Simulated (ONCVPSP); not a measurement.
**Pseudopotential generation for iron: ONCV, PBE, fully relativistic.**

ONCVPSP 4.0.1 input, shortened (lines: element, Z, core and valence counts, functional; n l f; lmax; l rc ep ncon nbas qcut; lloc lpopt rc5 dvloc0; l nproj debl; icmod fcfact rcfact), PBE, fully relativistic:

```
  Fe 26.00    3    4        4      upf
    1    0    2.00
    2    0    2.00
    2    1    6.00
    3    0    2.00
    3    1    6.00
    3    2    6.00
    4    0    2.00
    2
    0    1.20    0.00    3    6    7.80
    1    0.90    0.00    3    6    9.70
    2    0.95    0.00    4    8   19.90
    4    5    0.80    1.00
    0    2    2.10
    1    2    3.40
    2    2    3.50
    0    0.00    0.00
```

Open shells are filled in proportion to 2j + 1.

All-electron outer shells of the reference configuration (PBE, scalar-relativistic, ld1.x):

```csv
shell,level (eV),outermost node (bohr),outermost maximum (bohr)
2p,-698.45,–,0.18
3s,-94.02,0.33,0.70
3p,-60.04,0.30,0.72
3d,-7.50,–,0.71
4s,-5.29,1.00,2.41
```

Calculated quality:

- Cutoffs needed: 119 Ha and 139 Ha (the cutoffs (Ha) at which the residual kinetic energy of the hardest occupied pseudo-wave falls to 1 and 0.1 mHa per electron)
- Ghost test: no bound ghost flagged; no localised positive-energy state flagged
- Largest excitation error: +7.4 meV (all-electron minus pseudo) for 3s2 3p6 3d7 4s0, out of 4 test configurations

Generation and tests took about 4 s on one core of a shared server CPU.
